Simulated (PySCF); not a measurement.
# Core-level binding energies of `O=[Se](=O)(F)F`

F2O2Se.
Cartesian coordinates in Å at the PBE0-D3(BJ)/def2-SVP level; atoms count from 1:
```
atom  x, y, z in Å
O1    -0.2755   -1.2576   -1.0667
Se2   -0.0581   -0.1692    0.0516
O3    -0.2906   -0.3324    1.6010
F4    -0.8590    1.2596   -0.4493
F5     1.5005    0.5054   -0.1709
```

Level of theory: PySCF 2.14.0, delta-SCF UKS SCAN, pcX-2 on the ionised atom, pcseg-1 elsewhere, spin-free X2C. Vertical ΔSCF values, vacuum level as zero.

Q: What binding energy does each computed site have?

A: 
| atom(s) | environment | level | binding energy (eV) | count |
| --- | --- | --- | --- | --- |
| F4/F5 | fluorine bonded to Se | F 1s | 693.99 | 2 |
| O1/O3 | oxygen bonded to Se | O 1s | 540.00 | 2 |

Q: What is the longest wavelength that can ionise O 1s of O1/O3 vertically?

A: λ = hc/E = 12398.42 eV Å / 540.00 eV = 22.960 Å.

Atoms equivalent by their bonding share one computed value, that of the first of them. No level of selenium is listed. Geometry: PBE0-D3(BJ)/def2-SVP; no solvent, vibrations or thermal averaging.
